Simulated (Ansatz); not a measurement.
Mulliken charges of CH3ClF2MoO2, SMILES `C[O][Mo](=[O])([F])([F])[Cl]` from PBE/def2-TZVPP in Ansatz (PBE0-D4/def2-TZVP geometry).

| atom | x (Å) | y (Å) | z (Å) | charge (e) |
| --- | --- | --- | --- | --- |
| C1 | 0.554 | -1.592 | -0.298 | -0.105 |
| O2 | -0.411 | -0.648 | 0.062 | -0.311 |
| Mo3 | -0.602 | 1.162 | 0.220 | 1.345 |
| O4 | -1.988 | 1.287 | 1.098 | -0.385 |
| F5 | -0.982 | 1.246 | -1.592 | -0.331 |
| F6 | -0.086 | 2.922 | -0.006 | -0.312 |
| Cl7 | 1.179 | 1.076 | 1.671 | -0.261 |
| H8 | 1.429 | -1.462 | 0.351 | 0.115 |
| H9 | 0.137 | -2.591 | -0.162 | 0.122 |
| H10 | 0.853 | -1.452 | -1.341 | 0.123 |

Task: By hand: the dipole of these point charges (1 e Å = 4.8032 D).

Result: Σ q r = (0.355, -0.832, -0.166) e Å, of length 0.920 e Å = 4.42 D.

Task: How does the dipole of the full density compare? (Estimate.)

Result: Computed: (0.251, -0.741, -0.163) e Å, 3.84 D; the point charges give 1.15 times that, at 5° from its direction.

Point charges leave out the atoms' own dipoles, such as those of lone pairs, and Mulliken's split depends on the basis, so the two needn't agree.
